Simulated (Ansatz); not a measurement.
Complex (SMILES): Cl (HCl) with N#N (N2), atoms 1 to 2 the first; geometry from B3LYP-D3(BJ)/def2-TZVP, monomers rigid:
```xyz
4

Cl     1.0940     0.2553     0.1057
H     -0.1754     0.0770     0.1766
N     -3.5503    -0.4010     0.3596
N     -2.4723    -0.2486     0.3008
```

How fast the counterpoise-corrected interaction energy converges with the basis for several methods (Ansatz, a program for electronic structure): deviation from each method's own reference, in kcal/mol. References: B3LYP -0.69 kcal/mol, the value in aug-pcseg-3; CCSD(T) -1.35 kcal/mol, Hartree-Fock in aug-cc-pV(Q+d)Z plus the correlation part extrapolated as X^-3 from aug-cc-pV(T+d)Z and aug-cc-pV(Q+d)Z; HF 0.00 kcal/mol, the value in aug-pcseg-3; MP2 -1.58 kcal/mol, Hartree-Fock in aug-cc-pV(Q+d)Z plus the correlation part extrapolated as X^-3 from aug-cc-pV(T+d)Z and aug-cc-pV(Q+d)Z; PBE -1.21 kcal/mol, the value in aug-pcseg-3. Cartesian d functions, on some or all atoms, in 6-311+G**; all else is spherical. In correlated methods cores are frozen. No added dispersion term, no relativity. 

```csv
basis,functions,B3LYP,CCSD(T),HF,MP2,PBE
6-31G,33,-0.80,0.10,-0.71,0.10,-0.81
pcseg-0,33,-0.81,0.05,-0.96,0.02,-0.74
def2-SV(P),48,-0.19,0.59,-0.15,0.51,-0.13
6-311+G**,81,-0.11,0.50,-0.15,0.49,-0.12
aug-pcseg-1,82,0.05,0.46,0.08,0.42,0.03
aug-cc-pV(D+d)Z,87,0.02,0.31,0.03,0.28,0.00
"6-311++G(2d,2p)",99,0.05,0.38,0.05,0.34,0.05
def2-TZVPD,129,0.00,0.29,0.01,0.25,-0.01
aug-pcseg-2,165,-0.01,0.17,0.00,0.16,0.00
aug-cc-pV(T+d)Z,170,0.01,0.12,0.01,0.12,0.01
cc-pV(Q+d)Z,204,-0.07,0.11,-0.03,0.08,-0.08
pcseg-3,217,-0.02,0.13,-0.01,0.11,-0.03
```

Mean absolute deviation over 6-311+G**, 6-311++G(2d,2p), def2-TZVPD, aug-pcseg-2, aug-cc-pV(T+d)Z: B3LYP 0.03, PBE 0.04, HF 0.05, MP2 0.27, CCSD(T) 0.29 kcal/mol.
